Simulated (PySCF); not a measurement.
sulfuric acid (H2O4S), SMILES O=S(=O)(O)O. The structure is a stationary point at TPSSh-D3(BJ)/def2-SVP. The values are those of a single conformer.

Computed equilibrium geometry at TPSSh-D3(BJ)/def2-SVP (PySCF confirms it by a frequency run) as bond lengths and angles, and its point group (one conformer of several):
point group C2.
Atoms: O1 S2 O3 O4 O5 H6 H7. Bonds (Å): O1–S2 1.628, O1–H6 0.976, S2–O3 1.447, S2–O4 1.447, S2–O5 1.628, O5–H7 0.976. Bond angles (°): S2–O1–H6 107.6, O1–S2–O3 108.7, O1–S2–O4 105.3, O1–S2–O5 101.4, O3–S2–O4 125.1, O3–S2–O5 105.3, O4–S2–O5 108.7, S2–O5–H7 107.6.
